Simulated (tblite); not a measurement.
Compound: C₆H₅FNO (doublet state).
SMILES with atom numbers: `[N:1]#[C:2][C@@H:3]1[CH:4]=[C:5][O:6][C@@H:7]([F:8])[CH2:9]1` (hydrogens: H10 on C3; H11 on C4; H12 on C7; H13, H14 on C9)

The geometry is computed with GFN2-xTB (gas phase). This method treats the open shell by occupation alone, without spin polarisation.

Task: List the bond lengths, angles and torsions at this level.

Result: 
```csv
bond,length (Å),order
N1≡C2,1.144,triple
C2–C3,1.439,single
C3–C4,1.545,single
C4=C5,1.302,double
C5–O6,1.327,single
O6–C7,1.398,single
C7–F8,1.374,single
C7–C9,1.529,single
C3–C9,1.536,single
C3–H10,1.099,single
C4–H11,1.073,single
C7–H12,1.097,single
C9–H13,1.091,single
C9–H14,1.092,single
```

Orders are formal, as drawn. A selection of angles:
```csv
angle,degrees
N1–C2–C3,178.8
C2–C3–C4,109.7
C2–C3–C9,110.6
C2–C3–H10,108.9
C4–C3–C9,110.3
C4–C3–H10,106.8
C9–C3–H10,110.5
C3–C4–C5,117.8
C3–C4–H11,117.5
C5–C4–H11,124.7
C4–C5–O6,130.5
C5–O6–C7,114.0
O6–C7–F8,109.5
O6–C7–C9,111.1
O6–C7–H12,107.1
F8–C7–C9,109.2
F8–C7–H12,106.7
C9–C7–H12,113.0
C7–C9–H13,109.0
C7–C9–H14,107.7
C3–C9–C7,110.4
C3–C9–H13,110.6
C3–C9–H14,110.2
H13–C9–H14,109.0
```

Dihedral angles: C2–C3–C4–C5 -130° (anticlinal); C3–C4–C5–O6 -6° (synperiplanar); C4–C5–O6–C7 -15° (synperiplanar); C5–O6–C7–F8 -74° (synclinal); O6–C7–C9–C3 -59° (synclinal); C2–C3–C9–C7 160° (antiperiplanar).

The 6-membered ring C3–C4–C5–O6–C7–C9 has internal angles of 110.3° to 130.5° (sum 694°, against 720° for a flat polygon); it is puckered, 0.19 Å rms from its mean plane, widest ring torsion 59°. C5 (carbon bonded to C and O) is bent (angle 130.5°). The 2 C–O bonds span 1.327 Å (C5–O6, drawn single) to 1.398 Å (O6–C7, drawn single), a spread of 0.071 Å. The 5 C–C bonds span 1.302 Å (C4=C5, drawn double) to 1.545 Å (C3–C4, drawn single), a spread of 0.243 Å. Of the pairs four or more bonds apart, C4···F8 is among the closest relative to their van der Waals radii: 3.13 Å, 99 % of the sum of Bondi's values. C4 (carbon bonded to 2 C and H) is planar (angles 124.7°, 117.8° and 117.5°, sum 360.0°, 0.01 Å off the plane of its three neighbours).

Point group: C1 (no symmetry element, even within 0.4 Å). Its GFN2-xTB frequencies are all real (lowest 66 cm⁻¹). 3 starts were optimised and ended at 0.00, 1.40 and 2.61 kcal/mol (GFN2-xTB); the lowest of these is shown.

The run took 0.32 s wall on an Arm Neoverse V2 with one thread, on a shared host. These figures are those of the optimisation.

One conformer stands for the species.
